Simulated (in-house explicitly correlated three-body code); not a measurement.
Values are calculated unless marked as measured or tabulated.
Taking the two-electron ground state apart, Z = 2.52

A variational code in 260 exponentially correlated functions gives, for two electrons around a point charge Z = 2.52 (non-relativistic, fixed nucleus, atomic units): E = -4.9298393, <1/r> = 2.208073 per electron, <1/r12> = 1.269012. From its density, U = 2.701128 (Hartree energy) and T_s = 4.891245 (kinetic energy of the doubly filled orbital √(n/2)). Further, <r²> = 0.673648 per electron, <r12²> = 1.40791 and <p1·p2> = 0.226306.

Problem. Check the virial theorem, and compare with the screened hydrogenic estimate.

Solution. V = −2Z<1/r> + <1/r12> = -11.128688 + 1.269012 = -9.859676, and 2E = -9.859679, so T = −E = 4.929839. A product of 1s orbitals with exponent Z − 5/16 = 2.2075 gives −2.2075² = -4.87306, which is 56.8 millihartree too high.

Problem. Find the exchange and correlation energies of density-functional theory.

Solution. For two electrons in one orbital E_x = −U/2 = -1.350564. The potential part of correlation is U_c = <1/r12> − U − E_x = -0.081552, the kinetic part T_c = T − T_s = 0.038594, and E_c = T_c + U_c = -0.042958 hartree. Restricted Hartree-Fock gives -4.886910, so the correlation energy of wave-function theory is -0.042929.

Problem. What do the second moments say about angular correlation and diamagnetism?

Solution. From r12² = r1² + r2² − 2 r1·r2, <r1·r2> = <r²> − <r12²>/2 = -0.03031 bohr². It vanishes for a product of s orbitals, and its negative sign shows that the electrons favour opposite sides of the nucleus. The Langevin susceptibility is −0.79199e-6 × 2<r²> = -1.067e-6 cm³/mol.

Problem. How does a model nuclear mass of 5 u change the ionisation energy, to first order in m/M (1 hartree = 27.211386 eV)?

Solution. m/M = 1/(5 × 1822.8885) = 1.09716e-04. With a fixed nucleus the second electron is bound by −Z²/2 − E = 1.754639 hartree = 47.7462 eV. The reduced mass scales this by 1 − m/M, a change of -5.239 meV. The mass-polarisation term raises the two-electron state by (m/M)<p1·p2> = 24.83 microhartree, a further -0.676 meV. The sum is 47.7403 eV, before relativistic and QED terms.
